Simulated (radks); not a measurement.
All-electron atom: Fe3+ in [Ar] 3d5. All-electron calculation, non-relativistic Kohn-Sham, LDA (Slater exchange, Perdew-Wang correlation), spin-unpolarised, spherical densities, point nucleus. Program: a radial shooting solver on a logarithmic mesh with Libxc functionals.

Unscreened Slater integrals over Kohn-Sham orbitals (hartree).

| integral | value |
|---|---|
| F0(3d,3d) | 0.93675 |
| F2(3d,3d) | 0.43726 |
| F4(3d,3d) | 0.27275 |
| F0(3d,3p) | 0.99317 |
| F2(3d,3p) | 0.47210 |
| G1(3d,3p) | 0.58390 |
| G3(3d,3p) | 0.35511 |
| F0(3d,3s) | 1.0112 |
| G2(3d,3s) | 0.44358 |
| F0(3d,2p) | 1.2995 |
| F2(3d,2p) | 0.25167 |
| G1(3d,2p) | 0.18721 |
| G3(3d,2p) | 0.10635 |
| F0(3p,3p) | 1.0641 |
| F2(3p,3p) | 0.53260 |
| F0(3p,3s) | 1.0841 |
| G1(3p,3s) | 0.71833 |
| F0(3p,2p) | 1.4467 |
| F2(3p,2p) | 0.28856 |
| G0(3p,2p) | 0.11216 |
| G2(3p,2p) | 0.11769 |
| F0(3s,3s) | 1.1060 |
| F0(3s,2p) | 1.4734 |
| G1(3s,2p) | 0.12113 |
| F0(2p,2p) | 3.8541 |
| F2(2p,2p) | 1.8165 |

Derived for the open shells (J is the average intra-shell exchange parameter used in DFT+U). 3d: Racah B = F2/49 - 5 F4/441 = 0.005831 hartree, C = 35 F4/441 = 0.02165 hartree, C/B = 3.71, F4/F2 = 0.624, J = (F2 + F4)/14 = 0.05071 hartree.
